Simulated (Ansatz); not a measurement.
Total energies of B₂FH₃OSi, SMILES `FB1BO[SiH2]1`.

Z-matrix (Å, degrees):
```
Si
O 1 1.721
B 1 2.437 2 33.0
B 1 2.041 2 77.8 3 -0.0
H 1 1.489 2 109.4 3 -120.9
H 1 1.489 2 109.4 3 120.9
H 3 1.197 1 163.9 2 0.0
F 4 1.306 1 140.7 2 -180.0
```

Charge 0, multiplicity 1. All single points use the PBE0-D4/def2-TZVP geometry. Basis def2-TZVPP, Ansatz 0.2.0.

RPA on PBE orbitals: Hartree–Fock energy of these orbitals -514.46624 Eh, correlation -1.27603 Eh (frozen core).

| functional | energy without D4 (Eh) | D4 term (kJ/mol) |
| --- | --- | --- |
| LDA (SPW92) | -513.33052 | – |
| PBE | -515.82349 | -15.3 |
| revPBE | -516.09581 | -46.0 |
| BLYP | -516.18865 | -34.0 |
| r2SCAN | -516.09305 | -3.5 |
| B97M-V | -516.12432 | – |
| PBE0 | -515.86240 | -12.9 |
| B3LYP | -516.26466 | -25.0 |
| r2SCANh | -516.08014 | -3.8 |
| r2SCAN0 | -516.06201 | -4.2 |
| HSE06 (plane-wave form) | -515.84496 | -12.0 |
| BHLYP | -516.14085 | -19.5 |
| CAM-B3LYP | -516.16132 | -13.1 |
| LC-ωPBE | -515.99424 | – |
| ωB97X-V | -516.11836 | – |
| ωB97M-V | -516.14521 | – |
| B2PLYP | -515.96360 | – |
| PBE-QIDH | -515.74592 | – |

B3LYP takes the VWN-RPA correlation (the form of Gaussian; ORCA's B3LYP/G). HSE06 is the plane-wave form, built on full-range PBE exchange. The double hybrids freeze the cores in their second-order part.

LC-ωPBE has ω = 0.4 bohr⁻¹.
